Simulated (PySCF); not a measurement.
Species: C7H9FO.
SMILES with atom numbers: `[CH2:1]=[C:2]1[C:3](=[CH2:4])[C@@H:5]([O:6][CH3:7])[C@@H:8]1[F:9]` (hydrogens: H10, H11 on C1; H12, H13 on C4; H14 on C5; H15, H16, H17 on C7; H18 on C8)

The same species was optimised twice, with GFN2-xTB and with PBE0-D3(BJ)/def2-SVP (PySCF), and the same property calculations (PySCF, gas phase) were run on both structures.

```
     coordinate  GFN2-xTB  PBE0-D3(BJ)/def2-SVP  change
      C5–O6 (Å)     1.396                 1.381  -0.015
      C3=C4 (Å)     1.322                 1.333  +0.011
      C1=C2 (Å)     1.323                 1.334  +0.011
      C8–F9 (Å)     1.375                 1.364  -0.011
      O6–C7 (Å)     1.409                 1.399  -0.010
      C2–C3 (Å)     1.465                 1.474  +0.009
      C5–C8 (Å)     1.554                 1.550  -0.004
      C3–C5 (Å)     1.517                 1.514  -0.003
      C2–C8 (Å)     1.512                 1.513  +0.001
   O6–C5–C8 (°)     117.7                 120.2    +2.5
   C5–C8–F9 (°)     115.9                 118.2    +2.3
   C2–C8–F9 (°)     116.7                 118.1    +1.4
   C3–C2–C8 (°)      91.1                  89.9    -1.2
   C3–C5–O6 (°)     115.4                 116.6    +1.2
   C2–C3–C4 (°)     135.4                 136.3    +0.9
   C2–C3–C5 (°)      91.5                  90.6    -0.9
   C1–C2–C3 (°)     135.7                 136.4    +0.7
C3–C5–O6–C7 (°)       180                  -178      +2
```

Rotational constants: A = 2224, B = 1428, C = 924.1 MHz (GFN2-xTB) against A = 2228, B = 1445, C = 910.2 MHz (PBE0-D3(BJ)/def2-SVP). Point groups within 0.08 Å: C1 and C1.

On the GFN2-xTB structure: HOMO (eV) -6.96 [PBE0/pcSseg-1]; LUMO (eV) -1.51 [PBE0/pcSseg-1]; dipole (D) 0.57 [PBE0/pcSseg-1]; GIAO shielding of C1 (ppm) 69.2 [PBE0/pcSseg-1]; GIAO shielding of C2 (ppm) 35.3 [PBE0/pcSseg-1]; GIAO shielding of C3 (ppm) 36.6 [PBE0/pcSseg-1]; GIAO shielding of C4 (ppm) 69.3 [PBE0/pcSseg-1]; GIAO shielding of C5 (ppm) 99.0 [PBE0/pcSseg-1]; GIAO shielding of O6 (ppm) 292.1 [PBE0/pcSseg-1]; GIAO shielding of C7 (ppm) 128.1 [PBE0/pcSseg-1]; GIAO shielding of C8 (ppm) 89.9 [PBE0/pcSseg-1].

Question: What do these properties become on the PBE0-D3(BJ)/def2-SVP structure?

Answer: 
```csv
property,level,on GFN2-xTB,on PBE0-D3(BJ)/def2-SVP,change
HOMO (eV),PBE0/pcSseg-1,-6.96,-6.92,+0.04
LUMO (eV),PBE0/pcSseg-1,-1.51,-1.41,+0.10
dipole (D),PBE0/pcSseg-1,0.57,0.53,-0.04
"energy, GFN2-xTB geometry as zero (kcal/mol)",PBE0/pcSseg-1,0.0,-1.0,-1.0
GIAO shielding of C1 (ppm),PBE0/pcSseg-1,69.2,68.4,-0.8
GIAO shielding of C2 (ppm),PBE0/pcSseg-1,35.3,33.4,-1.9
GIAO shielding of C3 (ppm),PBE0/pcSseg-1,36.6,36.1,-0.5
GIAO shielding of C4 (ppm),PBE0/pcSseg-1,69.3,67.6,-1.7
GIAO shielding of C5 (ppm),PBE0/pcSseg-1,99.0,99.9,+0.9
GIAO shielding of O6 (ppm),PBE0/pcSseg-1,292.1,294.0,+1.9
GIAO shielding of C7 (ppm),PBE0/pcSseg-1,128.1,127.2,-0.9
GIAO shielding of C8 (ppm),PBE0/pcSseg-1,89.9,90.1,+0.2
```

The heavy atoms differ by 0.173 Å rms after alignment. Among bonds between heavy atoms C5–O6 changes most (-0.015 Å). Changes are differences of the printed values. Neither structure is proved a minimum here.

The values belong to the conformer `[CH2:1]=[C:2]1[C:3](=[CH2:4])[C@@H:5]([O:6][CH3:7])[C@@H:8]1[F:9]`: C3–C5–O6–C7 -178°.
